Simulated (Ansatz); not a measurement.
Kohn–Sham single points on C₂H₉B₂N, SMILES `BN(C)BC`.

```yaml
crystal:
  periodic: [false, false, false]
  atoms:
    - {symbol: B, position_ang: [-0.631009, 1.377195, 1.423821]}
    - {symbol: N, position_ang: [-0.273230, 0.520318, 0.357203]}
    - {symbol: C, position_ang: [-0.750148, 0.804267, -0.994527]}
    - {symbol: B, position_ang: [0.554029, -0.624222, 0.599922]}
    - {symbol: C, position_ang: [0.997805, -1.634404, -0.505244]}
    - {symbol: H, position_ang: [-1.325405, 2.329405, 1.203544]}
    - {symbol: H, position_ang: [-0.234162, 1.135253, 2.522662]}
    - {symbol: H, position_ang: [-1.340709, -0.027247, -1.385533]}
    - {symbol: H, position_ang: [-1.374870, 1.696552, -0.985350]}
    - {symbol: H, position_ang: [0.084616, 0.974001, -1.678302]}
    - {symbol: H, position_ang: [0.901082, -0.795675, 1.732798]}
    - {symbol: H, position_ang: [2.082904, -1.778104, -0.462798]}
    - {symbol: H, position_ang: [0.720296, -1.387248, -1.530947]}
    - {symbol: H, position_ang: [0.575903, -2.619391, -0.268348]}
basis:
  gaussian: {orbitals: def2-TZVPP}
hamiltonian: {xc: pbe, dispersion: d4}
output: {forces: true, orbitals: {seedname: orbitals}}
```

```sh
$ ansatz run in.yaml --threads 4 --pin off --events-out ev --progress --plain --max-ram 10444MiB
```

Shortened log:

```
Functional definition: PBE
1384 factors; their error is unknown
mean field evaluation 1: about -5042.4283 eV, gradient 8.6e1 eV
mean field evaluation 2: about -5006.0495 eV, gradient 1.4e2 eV
mean field evaluation 4: about -5058.8421 eV, gradient 1.3e1 eV
mean field evaluation 8: about -5059.1776 eV, gradient 3.0e-1 eV
mean field evaluation 16: about -5059.1490 eV, gradient 1.0e-2 eV
mean field -5059.14903433 eV, -185.9202977974 hartree, gradient 1.5e-5 eV, S^2 0.000000; 0 other end points of the search recorded, 0 dependent functions left out
reference -5059.14908496 eV, -185.9202996578 hartree; 19, 19 occupied and 262, 262 virtual orbitals, 1384 factors
Total energy: -5059.40088549 eV, -185.9295531567 hartree
Atom 0 at    -0.631009     1.377195     1.423821 Å, force    -0.062721     0.154591     0.202342 eV/Å
Atom 1 at    -0.273230     0.520318     0.357203 Å, force     0.006205     0.008028     0.046185 eV/Å
Atom 2 at    -0.750148     0.804267    -0.994527 Å, force    -0.064098     0.041265    -0.144134 eV/Å
Atom 3 at     0.554029    -0.624222     0.599922 Å, force     0.156335    -0.221783     0.030362 eV/Å
Atom 4 at     0.997805    -1.634404    -0.505244 Å, force    -0.053699     0.126968     0.066971 eV/Å
Atom 5 at    -1.325405     2.329405     1.203544 Å, force    -0.072046     0.098916    -0.030222 eV/Å
Atom 6 at    -0.234162     1.135253     2.522662 Å, force     0.041017    -0.029376     0.108037 eV/Å
Atom 7 at    -1.340709    -0.027247    -1.385533 Å, force    -0.112594    -0.165248    -0.087577 eV/Å
Atom 8 at    -1.374870     1.696552    -0.985350 Å, force    -0.128229     0.183434    -0.005917 eV/Å
Atom 9 at     0.084616     0.974001    -1.678302 Å, force     0.163601     0.027300    -0.145169 eV/Å
Atom 10 at     0.901082    -0.795675     1.732798 Å, force     0.032346    -0.010611     0.119981 eV/Å
Atom 11 at     2.082904    -1.778104    -0.462798 Å, force     0.207762    -0.048763     0.007956 eV/Å
Atom 12 at     0.720296    -1.387248    -1.530947 Å, force    -0.050750     0.035511    -0.209821 eV/Å
Atom 13 at     0.575903    -2.619391    -0.268348 Å, force    -0.063129    -0.200232     0.041006 eV/Å
Dipole moment:    -0.027100    -0.084465    -0.375238 e Å
```

Run time 3 s (4 threads of an Arm Neoverse V1 on a shared host); peak host memory 0.35 GiB.

The same input with `hamiltonian: {xc: {name: wB97X-V}}` and no forces (abridged; 8.5 s):

```
Functional definition: wB97X-V
mean field evaluation 16: about -5065.4353 eV, gradient 4.8e-5 eV
mean field -5065.43534662 eV, -186.1513155129 hartree, gradient 4.8e-5 eV, S^2 0.000000
Total energy: -5065.43534419 eV, -186.1513154236 hartree
```

Changing it to `hamiltonian: {xc: {name: B3LYP}, dispersion: d4}` (abridged; 4.9 s):

```
Functional definition: B3LYP
mean field evaluation 16: about -5067.3946 eV, gradient 3.8e-5 eV
mean field -5067.39458448 eV, -186.2233161761 hartree, gradient 3.9e-5 eV, S^2 0.000000
Total energy: -5067.79564491 eV, -186.2380548751 hartree
Atom 0 force    -0.054160     0.129420     0.161638 eV/Å
Atom 1 force     0.072634    -0.037321     0.220635 eV/Å
Atom 2 force    -0.128798     0.086331    -0.312520 eV/Å
Atom 3 force     0.068788    -0.048225     0.164283 eV/Å
Atom 4 force     0.035659    -0.070121    -0.041617 eV/Å
Atom 5 force     0.078149    -0.099909     0.040639 eV/Å
Atom 6 force    -0.061015     0.049617    -0.121141 eV/Å
Atom 7 force     0.030159     0.054646     0.009744 eV/Å
Atom 8 force     0.038306    -0.059676    -0.022159 eV/Å
Atom 9 force    -0.054821    -0.006749     0.026085 eV/Å
Atom 10 force    -0.028005     0.001485    -0.136175 eV/Å
Atom 11 force    -0.038740    -0.000119    -0.017766 eV/Å
Atom 12 force     0.024559    -0.026201     0.052410 eV/Å
Atom 13 force     0.017286     0.026820    -0.024056 eV/Å
Dipole moment:    -0.031024    -0.070668    -0.353854 e Å
```

B3LYP takes the VWN-RPA correlation (the form of Gaussian; ORCA's B3LYP/G).
